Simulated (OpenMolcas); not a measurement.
Au4+ (d7) among equal point charges was computed by CASSCF with the d shell active (OpenMolcas, ANO-RCC-VDZP on the metal). Its lowest spin-free states, and all those of the highest spin:

```json
{"2S+1": "4", "Degeneracy": "1", "E (cm-1)": "0.0"}
{"2S+1": "4", "Degeneracy": "2", "E (cm-1)": "2033"}
{"2S+1": "4", "Degeneracy": "1", "E (cm-1)": "4583"}
{"2S+1": "4", "Degeneracy": "2", "E (cm-1)": "7121"}
{"2S+1": "4", "Degeneracy": "1", "E (cm-1)": "11203"}
{"2S+1": "2", "Degeneracy": "1", "E (cm-1)": "11758"}
{"2S+1": "2", "Degeneracy": "2", "E (cm-1)": "15329"}
{"2S+1": "2", "Degeneracy": "1", "E (cm-1)": "15770"}
{"2S+1": "2", "Degeneracy": "1", "E (cm-1)": "18132"}
{"2S+1": "4", "Degeneracy": "2", "E (cm-1)": "18398"}
{"2S+1": "2", "Degeneracy": "2", "E (cm-1)": "19231"}
{"2S+1": "2", "Degeneracy": "1", "E (cm-1)": "20204"}
{"2S+1": "4", "Degeneracy": "1", "E (cm-1)": "28575"}
```

**Question.** Is the site octahedral, tetrahedral or cube-like, axial, or of lower symmetry?

**Answer.** The states with 2S+1 = 4 have orbital degeneracies 1, 2, 1, 2, 1, 2, 1. There are pairs but no triples, so the site is axial: not cubic, but with a proper or improper axis of order three or more. The run had Au4+ among 5 point charges of -1.6 e arranged as a square pyramid (C4v), 1.98 Å from the ion, with the axial distance 2.000 Å.

Spin-orbit coupling mixes the spin-free states strongly: the lowest level takes only 50 % from its leading state, 2S+1 = 4. Without dynamic correlation the repulsion within the d shell is too large (B by tens of per cent), so at a given field states of lower spin stand too high. This shell can be high or low spin here, a state of another spin lies low, and with metal d orbitals alone active their balance is uncertain, so the ground spin may be wrong. Point charges give a weaker field than real ligands, and real ions of this kind are as a rule low spin; the high spin found here belongs to the model. Point charges carry no covalency, so the field is a model and not that of real ligands. An unlabelled pair can be two single states that coincide in this model. No measured value stands beside these numbers.
